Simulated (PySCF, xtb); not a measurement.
Ta(NH)(F)2(OH) (F2H2NOTa), SMILES [OH][Ta]([F])(=[NH])[F], multiplicity 1.

GFN2-xTB run with xtb at its own geometry gives an orbital gap of 3.30 eV and a dipole moment of 4.29 D.

Coordinates come from a B3LYP-D3(BJ)/def2-SVP optimisation. The multiplicity is an assumed one; no other spin state was optimised. The structure was generated by enumeration; whether it is a known compound was not checked. The def2 effective core potentials stand for the cores of Ta; spin–orbit coupling is left out. One conformer was computed; it need not be the lowest.

**Question.** What does PBE/def2-TZVP (PySCF) give? (An estimate is asked for; the answer gives what the named calculation found.)

**Answer.** gap 5.14 eV (levels -6.76 and -1.62 eV), dipole 2.45 D.
